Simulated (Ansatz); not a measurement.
`[Cl][Ga]([Cl])[Br]` + `[CH3][InH][C]#N` → `N#[C][Ga]([Cl])[Cl]` + `[CH3][InH][Br]` at 700 K and 1 bar (redistribution).

Computed with Ansatz on PBE0-D4/def2-TZVP structures; ΔE is electronic, products minus reactants. CBS: MP2 limit from def2 TZ/QZ plus the TZ coupled-cluster correction, frozen cores. def2 core potentials past Kr. For Br, Ga, In outer-core shells are correlated without core-valence functions, which leaves a few kJ/mol of doubt a bond. Scalar relativity is left out up to krypton.

| species | CCSD(T)/CBS energy (Eh) | H − E (kJ/mol) | S (J/(mol·K)) |
| --- | --- | --- | --- |
| `[Cl][Ga]([Cl])[Br]` | -5416.98025 | 59.3 | 414.3 |
| `[CH3][InH][C]#N` | -323.00069 | 195.2 | 449.5 |
| `N#[C][Ga]([Cl])[Cl]` | -2936.34762 | 85.7 | 431.5 |
| `[CH3][InH][Br]` | -2803.63750 | 169.0 | 430.1 |

H − E and S are ideal-gas, rigid-rotor, harmonic terms from PBE0-D4/def2-TZVP. 1 Eh = 2625.50 kJ/mol, R = 8.31446 J/(mol·K).

**Question.** By hand: ΔE, ΔH, ΔS and ΔG.

**Answer.** ΔE = (-2936.34762) + (-2803.63750) − (-5416.98025) − (-323.00069) = -0.00418 Eh = -11.0 kJ/mol. Δ(H − E) = 85.7 + 169.0 − 59.3 − 195.2 = 0.2, so ΔH = -10.8 kJ/mol. ΔS = 431.5 + 430.1 − 414.3 − 449.5 = -2.2 J/(mol·K). ΔG = -10.8 − 700 × (-2.2)/1000 = -9.3 kJ/mol.

**Question.** By hand: the equilibrium constant, and the temperature at which ΔG would vanish if ΔH and ΔS stayed fixed.

**Answer.** log₁₀ K = −ΔG/(RT ln 10) = 0.7. ΔG = 0 at ΔH/ΔS = 4909 K, far beyond where these terms or the molecules hold.

The number of gas molecules stays the same, so ΔS is small and ΔH decides. A doubt of 5 kJ/mol in ΔE shifts log₁₀ K by 0.4 here. Modes under 60 cm⁻¹, often nearly free rotors, make the harmonic entropy too high. These are equilibria of isolated gas molecules and say nothing of rates. Largest T1 diagnostic: 0.014 (customary marks: 0.02 for closed shells, 0.045 for open ones).
